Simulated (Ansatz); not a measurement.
`[O]1[SiH2][GeH2]1`, charge 0, multiplicity 1.

Q: Give a relaxed structure at PBE0-D4/def2-TZVP (the Gaussian-basis code of Ansatz). (Best estimate.)

A: Computed: 
Z-matrix (Å, degrees):
```
Si
Ge 1 2.256
O 1 1.651 2 55.3
H 1 1.484 2 122.7 3 -102.3
H 1 1.484 2 122.7 3 102.3
H 2 1.535 1 123.7 3 83.6
H 2 1.535 1 123.7 3 -83.6
```
Point group Cs.
